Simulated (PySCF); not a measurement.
Excitations are Tamm–Dancoff values on a coarser integration grid. The basis has no diffuse functions, so Rydberg states are missing or too high.

Species: C2H7B, SMILES `CBC` (charge 0, multiplicity 1).

**Question.** What S1 excitation (TDA), S1–T1 gap (TDA) and dipole moment does TPSSh-D3(BJ)/def2-TZVP // PBE0-D3(BJ)/def2-TZVP run with PySCF 2.14.0 give?

**Answer.** 
```json
{
  "S1 excitation (TDA)": "6.24 eV",
  "S1–T1 gap (TDA)": "0.64 eV",
  "dipole_moment": "0.43 D"
}
```
